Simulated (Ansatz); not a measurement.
Basis-set series for C3H3FSi. The species carries charge 0 and has multiplicity 1. The geometry is a stationary point of PBE0-D4/def2-TZVP.

Cartesian coordinates in Å:
```
F 1.9787 -0.3567 1.5101
C 0.7295 -0.0304 1.1557
C -0.1396 -0.8867 0.6032
C -0.9726 -0.8880 -0.4290
Si 0.0638 0.6772 -0.5159
H -2.0279 -1.1291 -0.4179
H -0.7646 1.8911 -0.3754
H 1.1327 0.7226 -1.5308
```

```csv
functional,basis,functions,energy (Eh),HOMO (eV),LUMO (eV)
PBE0-D4,def2-TZVPP,208,-505.03609,-6.47,-1.98
PBE0-D4,def2-QZVPP,388,-505.05773,-6.50,-2.02
ωB97M-V,def2-TZVPP,208,-505.29922,-8.59,0.13
ωB97M-V,def2-QZVPP,388,-505.31920,-8.62,0.03
```

Question: Give the rows for def2-SVP. (Estimate.)

Answer: Ansatz gave: 
```
functional     basis  functions  energy (Eh)  HOMO (eV)  LUMO (eV)
   PBE0-D4  def2-SVP         89   -504.68093      -6.36      -1.86
   ωB97M-V  def2-SVP         89   -504.93621      -8.45       0.36
```

Positive LUMOs are unbound and depend on the basis.
